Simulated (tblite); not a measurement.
C7H6P2S.
SMILES with atom numbers: `[CH:1]#[C:2][CH2:3]/[P:4]=[P:5]\[c:6]1[cH:7][cH:8][cH:9][s:10]1` (hydrogens: H11 on C1; H12, H13 on C3; H14 on C7; H15 on C8; H16 on C9)

Structure optimised with GFN2-xTB, isolated species.

(1) Give the optimised bond lengths and angles.

## Answers

(1) 
```json
{"bond": "C1≡C2", "length (Å)": "1.197", "order": "triple"}
{"bond": "C2–C3", "length (Å)": "1.441", "order": "single"}
{"bond": "C3–P4", "length (Å)": "1.892", "order": "single"}
{"bond": "P4=P5", "length (Å)": "2.039", "order": "double"}
{"bond": "P5–C6", "length (Å)": "1.812", "order": "single"}
{"bond": "C6–C7", "length (Å)": "1.366", "order": "aromatic"}
{"bond": "C7–C8", "length (Å)": "1.410", "order": "aromatic"}
{"bond": "C8–C9", "length (Å)": "1.357", "order": "aromatic"}
{"bond": "C9–S10", "length (Å)": "1.718", "order": "aromatic"}
{"bond": "C6–S10", "length (Å)": "1.740", "order": "aromatic"}
{"bond": "C1–H11", "length (Å)": "1.049", "order": "single"}
{"bond": "C3–H12, C3–H13", "length (Å)": "1.094", "order": "single"}
{"bond": "C7–H14", "length (Å)": "1.077", "order": "single"}
{"bond": "C8–H15", "length (Å)": "1.075", "order": "single"}
{"bond": "C9–H16", "length (Å)": "1.072", "order": "single"}
```

Bonds in one row agree within 0.01 Å and their mean is given. Orders are formal, as drawn. A selection of angles:
```json
{"angle": "C1–C2–C3", "degrees": "178.9"}
{"angle": "C2–C3–P4", "degrees": "110.0"}
{"angle": "C3–P4–P5", "degrees": "106.0"}
{"angle": "P4–P5–C6", "degrees": "105.6"}
{"angle": "P5–C6–C7", "degrees": "128.2"}
{"angle": "P5–C6–S10", "degrees": "120.6"}
{"angle": "C7–C6–S10", "degrees": "111.0"}
{"angle": "C6–C7–C8", "degrees": "113.0"}
{"angle": "C7–C8–C9", "degrees": "112.7"}
{"angle": "C8–C9–S10", "degrees": "112.3"}
{"angle": "C6–S10–C9", "degrees": "91.0"}
```

Dihedral angles: C2–C3–P4–P5 -159° (antiperiplanar); C3–P4–P5–C6 -2° (synperiplanar); P4–P5–C6–C7 -79° (synclinal). The mirror-image conformer, all signs reversed, is as good.

The 5 C–C bonds span 1.197 Å (C1≡C2, drawn triple) to 1.441 Å (C2–C3, drawn single), a spread of 0.244 Å. Of the pairs four or more bonds apart, C6···H13 is among the closest relative to their van der Waals radii: 2.56 Å, 88 % of the sum of Bondi's values. The C–P distances run from 1.812 Å (P5–C6, drawn single) to 1.892 Å (C3–P4, drawn single), a spread of 0.080 Å. The 5-membered ring C6–C7–C8–C9–S10 has internal angles of 91.0° to 113.0° (sum 540°, against 540° for a flat polygon); it is planar, 0.00 Å rms from its mean plane, widest ring torsion 1°. The 2 C–S bonds span 1.718 Å (C9–S10, aromatic) to 1.740 Å (C6–S10, aromatic), a spread of 0.022 Å.

Point group: C1 (no symmetry element, even within 0.4 Å). GFN2-xTB frequencies show an imaginary mode (27i cm⁻¹), so the point is no minimum at that level.

On AMD EPYC 9R45, one thread, no GPU, shared host, this took 0.81 s wall. These figures are those of the optimisation.

The numbers are calculated, not measured.
